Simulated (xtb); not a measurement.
HSZn, charge +1, singlet, from a rough starting geometry (GFN-xTB shapes and energies of metal compounds can be far from the true ones); GFN2-xTB in xtb.

Input for xtb:
```
$ xtb mol.xyz --gfn 2 --chrg 1 --opt vtight --json

# file mol.xyz
3

Zn    -0.91230731    -1.00457247    -0.73113166
S      0.01996745     0.80023314    -0.05922206
H      0.88011612     0.18895723     0.74966162
```

What the program printed (banner, timings and long lists left out):

```
   ID    Z sym.   atoms
    1   30 Zn     1
    2   16 S      2
    3    1 H      3

           -------------------------------------------------
          |                Calculation Setup                |
           -------------------------------------------------

           -------------------------------------------------
          |                 G F N 2 - x T B                 |
           -------------------------------------------------

          ...................................................
          :                      SETUP                      :
          :.................................................:
          :  # basis functions                  15          :
          :  # atomic orbitals                  14          :
          :  # shells                            6          :
          :  # electrons                         8          :
          :  max. iterations                   250          :
          :  Hamiltonian                  GFN2-xTB          :
          :  restarted?                      false          :
          :  GBSA solvation                  false          :
          :  PC potential                    false          :
          :  electronic temp.          300.0000000     K    :
          :  accuracy                    1.0000000          :
          :  -> integral cutoff          0.2500000E+02      :
          :  -> integral neglect         0.1000000E-07      :
          :  -> SCF convergence          0.1000000E-05 Eh   :
          :  -> wf. convergence          0.1000000E-03 e    :
          :  Broyden damping             0.4000000          :
          :  net charge                          1          :
          :  unpaired electrons                  0          :
          ...................................................

 iter      E             dE          RMSdq      gap      omega  full diag
   1     -3.6084087 -0.360841E+01  0.189E+01    0.99       0.0  T
   2     -3.4031467  0.205262E+00  0.107E+01    3.13       1.0  T
   3     -3.7157627 -0.312616E+00  0.100E+01    0.73       1.0  T
   4     -3.8180972 -0.102334E+00  0.190E+00    0.91       1.0  T
   5     -3.8221189 -0.402175E-02  0.996E-01    1.00       1.0  T
   6     -3.8208802  0.123867E-02  0.687E-01    0.96       1.0  T
   7     -3.8219966 -0.111640E-02  0.255E-01    1.06       1.0  T
   8     -3.8221374 -0.140759E-03  0.446E-02    1.04       1.3  T
   9     -3.8221409 -0.351261E-05  0.751E-03    1.04       7.7  T
  10     -3.8221408  0.897487E-07  0.672E-03    1.04       8.6  T
  11     -3.8221409 -0.113177E-06  0.124E-03    1.04      46.5  T
  12     -3.8221409  0.587767E-09  0.591E-04    1.04      97.6  T
  13     -3.8221409 -0.645333E-09  0.102E-04    1.04     568.6  T

   *** convergence criteria satisfied after 13 iterations ***

         :::::::::::::::::::::::::::::::::::::::::::::::::::::
         ::                     SUMMARY                     ::
         :::::::::::::::::::::::::::::::::::::::::::::::::::::
         :: total energy              -3.807246726849 Eh    ::
         :: gradient norm              0.015222646761 Eh/a0 ::
         :: HOMO-LUMO gap              1.037073368291 eV    ::
         ::.................................................::
         :: SCC energy                -3.822140924619 Eh    ::
         :: -> isotropic ES            0.179498117609 Eh    ::
         :: -> anisotropic ES         -0.004140732163 Eh    ::
         :: -> anisotropic XC          0.005943018832 Eh    ::
         :: -> dispersion             -0.001160854514 Eh    ::
         :: repulsion energy           0.014894197770 Eh    ::
         :: add. restraining           0.000000000000 Eh    ::
         :: total charge               1.000000000000 e     ::
         :::::::::::::::::::::::::::::::::::::::::::::::::::::

      -----------------------------------------------------------
     |                   =====================                   |
[...]
 * total energy  :    -3.8072467 Eh     change       -0.1275913E-10 Eh
 * total energy  :    -3.8076098 Eh     change       -0.3630443E-03 Eh
 * total energy  :    -3.8076400 Eh     change       -0.3021853E-04 Eh
 * total energy  :    -3.8076573 Eh     change       -0.1735991E-04 Eh
 * total energy  :    -3.8076609 Eh     change       -0.3533755E-05 Eh
 * total energy  :    -3.8076617 Eh     change       -0.7895928E-06 Eh
 * total energy  :    -3.8076617 Eh     change       -0.9546048E-09 Eh
   *** GEOMETRY OPTIMIZATION CONVERGED AFTER 7 ITERATIONS ***
         :: total energy              -3.807661674145 Eh    ::
[...]
         :: SCC energy                -3.819658537950 Eh    ::
         :: -> isotropic ES            0.177811118923 Eh    ::
         :: -> anisotropic ES         -0.004464007935 Eh    ::
         :: -> anisotropic XC          0.006101363152 Eh    ::
         :: -> dispersion             -0.001166338888 Eh    ::
         :: repulsion energy           0.011996863805 Eh    ::
         :: add. restraining           0.000000000000 Eh    ::
         :: total charge               1.000000000000 e     ::
         :::::::::::::::::::::::::::::::::::::::::::::::::::::

           -------------------------------------------------
          |                Property Printout                |
           -------------------------------------------------

    * Orbital Energies and Occupations

         #    Occupation            Energy/Eh            Energy/eV
      -------------------------------------------------------------
         1        2.0000           -0.9911378             -26.9702
         2        2.0000           -0.7644892             -20.8028
         3        2.0000           -0.7438870             -20.2422
         4        2.0000           -0.6544654             -17.8089 (HOMO)
         5                         -0.6204601             -16.8836 (LUMO)
         6                         -0.4138951             -11.2627
         7                         -0.3783644             -10.2958
         8                         -0.3758523             -10.2275
         9                         -0.2696477              -7.3375
        10                         -0.2547089              -6.9310
        11                         -0.2533800              -6.8948
        12                         -0.2485969              -6.7647
        13                          0.0202263               0.5504
        14                          0.2483651               6.7584
      -------------------------------------------------------------
                  HL-Gap            0.0340053 Eh            0.9253 eV
             Fermi-level           -0.6374627 Eh          -17.3462 eV

     #   Z          covCN         q      C6AA      α(0)
     1  30 Zn       0.843     0.452   247.830    36.429
     2  16 S        1.765     0.286   129.894    19.184
     3   1 H        0.921     0.262     0.834     1.428

 Mol. C6AA /au·bohr⁶  :        771.343878
 Mol. C8AA /au·bohr⁸  :      48351.607451
 Mol. α(0) /au        :         57.040837

Wiberg/Mayer (AO) data.
largest (>0.10) Wiberg bond orders for each atom

 ---------------------------------------------------------------------------
     #   Z sym  total        # sym  WBO       # sym  WBO       # sym  WBO
 ---------------------------------------------------------------------------
     1  30 Zn   1.388 --     2 S    1.342
     2  16 S    2.228 --     1 Zn   1.342     3 H    0.886
     3   1 H    0.932 --     2 S    0.886
 ---------------------------------------------------------------------------

Topologies differ in total number of bonds
Writing topology from bond orders to xtbtopo.mol

molecular dipole:
                 x           y           z       tot (Debye)
 q only:       -0.339      -0.337      -0.290
   full:       -0.670      -0.930      -0.533       3.212
molecular quadrupole (traceless):
                xx          xy          yy          xz          yz          zz
 q only:        0.216       2.559       0.615       2.620       1.966      -0.831
  q+dip:        0.400       4.113       0.812       3.933       3.218      -1.212
   full:        0.543       3.633       0.566       4.412       2.786      -1.109

optimized geometry written to: xtbopt.xyz

           -------------------------------------------------
          | TOTAL ENERGY               -3.807661674145 Eh   |
          | GRADIENT NORM               0.000007139942 Eh/α |
          | HOMO-LUMO GAP               0.925330922540 eV   |
           -------------------------------------------------
```
